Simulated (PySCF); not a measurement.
C5H12N2Si.
Z-matrix (Å and degrees, PBE0-D3(BJ)/def2-SVP geometry), rows numbered from 1:
```
N 
C   1  1.2660
C   2  1.5023  1  128.30
C   3  1.5463  2  112.03  1  -124.55
C   4  1.5260  3  104.16  2  -103.08
N   5  1.4462  4  102.77  3   -34.77
Si  6  1.7332  5  125.10  4  -157.20
C   6  1.4476  5  107.95  4    40.59
H   1  1.0280  2  109.82  3    -0.26
H   2  1.1075  1  117.07  3   179.98
H   3  1.1015  2  108.22  1    -2.36
H   4  1.0996  3  109.47  2   139.86
H   4  1.1006  3  112.59  2    19.99
H   5  1.1113  4  110.34  3    85.51
H   5  1.1016  4  112.95  3  -154.67
H   7  1.5030  6  115.26  5   -81.01
H   7  1.4942  6  107.72  5    39.15
H   7  1.4946  6  107.73  5   159.07
H   8  1.1019  3  111.90  2  -112.05
H   8  1.1107  3  109.22  2     5.86
```

NICS = −σ at a ghost point: NICS(0) at the centroid of the ring atoms, NICS(1) 1 Å to either side along the normal of their mean plane, zz for the tensor component along that normal. Level: GIAO HF/pcSseg-1 (PySCF, non-relativistic, gas phase) on the PBE0-D3(BJ)/def2-SVP geometry, one conformer.

Ring bond lengths (Å): C3–C4 1.546, C4–C5 1.526, C5–N6 1.446, N6–C8 1.448, C8–C3 1.554.

Q: Give the NICS values of each ring in ppm.

A: 
```
          ring                                             type  NICS(0)  NICS(1), two faces  NICS(1)zz, two faces  rms pucker (Å)  centre to ring atoms, mean (Å)
C3–C4–C5–N6–C8  5-membered ring with N; formal bonds all single     -7.3         -4.4 / -3.3           -5.8 / -5.4            0.17                            1.26
```

Q: What do they say, and how far can they be read as aromaticity?

A: 
- C3–C4–C5–N6–C8: mean NICS(1)zz -5.6 ppm, shielded. C3, C4, C5, C8 have four or more neighbours, so the value isn't read as a sign of a π ring current.

Q: How do the values depend on the level or the medium?

A: 
```json
{"level": "HF/pcSseg-1, gas", "NICS(0), C3–C4–C5–N6–C8": "-7.3", "mean NICS(1)zz, C3–C4–C5–N6–C8": "-5.6"}
{"level": "PBE0/pcSseg-1, gas", "NICS(0), C3–C4–C5–N6–C8": "-7.2", "mean NICS(1)zz, C3–C4–C5–N6–C8": "-5.8"}
{"level": "PBE0/pcSseg-1, IEF-PCM chloroform", "NICS(0), C3–C4–C5–N6–C8": "-7.2", "mean NICS(1)zz, C3–C4–C5–N6–C8": "-5.8"}
{"level": "PBE0/pcSseg-1, IEF-PCM methanol", "NICS(0), C3–C4–C5–N6–C8": "-7.1", "mean NICS(1)zz, C3–C4–C5–N6–C8": "-5.8"}
```

The geometry is the same throughout; the continuum's cavity takes Bondi-type radii × 1.2.
